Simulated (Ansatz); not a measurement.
`CO/C=C/O` + H₂Se → `CO/C=C\[SeH]` + H₂O  (substitution at a C–O bond)

Gas-phase electronic energies from Ansatz, PBE0-D4/def2-TZVP geometries. CCSD(T)/CBS is the MP2 limit (def2-TZVPP, def2-QZVPP) plus CCSD(T) − MP2 in def2-TZVPP, frozen cores. This one scheme is used for every species. Double bonds are as drawn, so ΔE can hold a change between cis and trans. DFT in def2-TZVPP. B3LYP here is the variant with VWN-RPA as its local correlation; programs differ in this. For Se outer-core shells are correlated without core-valence functions, which leaves a few kJ/mol of doubt a bond. Scalar relativity is left out up to krypton. Each species was taken in one conformer, which may not be the lowest.

`CO/C=C/O`:

Cartesian coordinates in Å:
```
C -1.169 -1.223 0.141
O -0.718 -0.631 -1.050
C 0.214 0.337 -0.921
C 0.726 0.820 0.208
O 1.588 1.888 0.155
H -1.905 -1.974 -0.139
H -1.637 -0.480 0.799
H -0.344 -1.704 0.680
H 0.520 0.738 -1.880
H 0.449 0.463 1.194
H 2.276 1.766 0.813
```

H₂Se:

Cartesian coordinates in Å:
```
Se 0.626 -0.089 -0.261
H -0.049 -0.536 0.962
H -0.577 0.625 -0.701
```

`CO/C=C\[SeH]`:

```xyz
11

C     0.529   -1.604   -1.081
O    -0.295   -0.634   -0.476
C     0.350    0.437    0.032
C    -0.265    1.310    0.820
Se   -2.083    1.098    1.302
H    -0.130   -2.361   -1.502
H     1.131   -1.165   -1.885
H     1.193   -2.073   -0.347
H     1.392    0.561   -0.254
H     0.261    2.181    1.182
H    -2.083    2.251    2.210
```

H₂O:

Cartesian coordinates in Å:
```
O -0.247 0.059 -0.295
H -0.205 -0.702 0.288
H 0.452 0.643 0.007
```

```tsv
level	ΔE (kJ/mol)
B3LYP-D4	-41.6
ωB97M-V	-38.6
r2SCAN	-39.9
SCS-MP2/def2-TZVPP	-51.8
```

Problem. What does CCSD(T)/CBS give? (Best estimate.)

Solution. Ansatz gave: -49.9 kJ/mol. The listed levels differ from it by 8.3, 11.3, 10.0, -1.9 kJ/mol.

Largest T1 diagnostic among the species: 0.012.

The D4 term adds −6.0 kJ/mol with B3LYP and −3.3 kJ/mol with PBE0; it sums over pairs of atoms, weighted by their polarisabilities, and B3LYP, whose exchange is more repulsive, gets the larger term. In def2-TZVPP, CCSD(T) changes the Hartree–Fock value by −15.1 kJ/mol (the triples alone add −2.2 kJ/mol) and MP2 by −26.5 kJ/mol.
